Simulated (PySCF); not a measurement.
Atoms are numbered as in `[SiH3:1][Si:2]([SiH3:3])([SiH3:4])[CH2:5][Cl:6]`; H(Xn) means a hydrogen on atom n.

Theoretical values (PySCF 2.14): σ from GIAO-PBE0/pcSseg-1, structure optimised with GFN2-xTB. Rapidly exchanging positions averaged, single conformer, non-relativistic, in vacuum.

Referencing at the same level of theory: 13C and 1H and 29Si against TMS; 35Cl vs HCl.

```csv
atoms,nucleus,count,Hirshfeld charge,δ (ppm)
H(C5),1H,2,0.04,3.15
Si1/Si3/Si4,29Si,3,0.21,?
C5,13C,1,-0.13,34.6
H(Si1)/H(Si3)/H(Si4),1H,9,-0.07,3.62
Cl6,35Cl,1,-0.06,?
Si2,29Si,1,0.12,-76.9
```

**Question.** Fill in the missing shifts.

**Answer.** 
- Si1/Si3/Si4: -111.4 ppm, silicon bonded to Si, 3 H
- Cl6: 76 ppm, chlorine bonded to C

Carbons that carry Cl, above all several Cl atoms, come out too deshielded, partly because spin–orbit coupling is missing. Shifts are as computed. Against solution values, carbons near 30 ppm lie about +3 ppm off and those near 130 ppm about +5 ppm; carbons on Cl a further +6 ppm. Of 1309 compounds with measured shifts, 239 miss one by over three times the rms of a fit or turn the order of signals round; such compounds aren't used in these exercises.
